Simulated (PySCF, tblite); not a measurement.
Isomers of C5H11O2PSi, one GFN2-xTB conformer each. Single-point energies are computed at PBE0/pcSseg-1 (PySCF, gas phase, no added dispersion term), electronic only.

Question: Rank them by PBE0/pcSseg-1 energy, lowest first (kJ/mol).
A. `[CH2:1]=[C:2]([O:3][CH3:4])[Si@:5]1([PH2:6])[CH2:7][CH2:8][O:9]1` with C1–C2–O3–C4 1°, C1–C2–Si5–P6 -167°, C2–Si5–P6–H -53° and 40°
B. `[CH3:1][C:2](=[O:3])[CH2:4][P@@:5]1(=[O:6])[CH2:7][C@@H:8]1[SiH3:9]` with C1–C2–C4–P5 -157°, C2–C4–P5–O6 70°

Answer: A (0.0), B (31.6).

As drawn, the lower has a four-membered ring, an Si–O bond and a C=C bond outside aromatic rings, which the higher lacks; the higher has a three-membered ring, a C=O bond and a P=O bond, which the lower lacks. GFN2-xTB itself gives, in the same order: 58.9, 0.0. GFN2-xTB puts CC(=O)C[P@@]1(=O)C[C@@H]1[SiH3] lowest instead.

Question: Which frontier levels, dipoles and rotational constants go with these structures?

Answer: 
```tsv
SMILES	HOMO (eV, PBE0/pcSseg-1)	LUMO (eV)	dipole (D)	A, B, C (MHz)
C=C(OC)[Si@]1(P)CCO1	-6.95	-0.56	3.02	1548, 905.5, 639.9
CC(=O)C[P@@]1(=O)C[C@@H]1[SiH3]	-6.89	-1.01	5.37	2223, 716.6, 655.1
```

Question: What happens when harmonic zero-point energies from GFN2-xTB frequencies are added?

Answer: 
| SMILES | ZPE (kJ/mol) | electronic (kJ/mol) | with ZPE (kJ/mol) |
| --- | --- | --- | --- |
| C=C(OC)[Si@]1(P)CCO1 | 394.6 | 0.0 | 0.0 |
| CC(=O)C[P@@]1(=O)C[C@@H]1[SiH3] | 379.4 | 31.6 | 16.3 |

The zero-point energies span 15.2 kJ/mol. The order is unchanged.
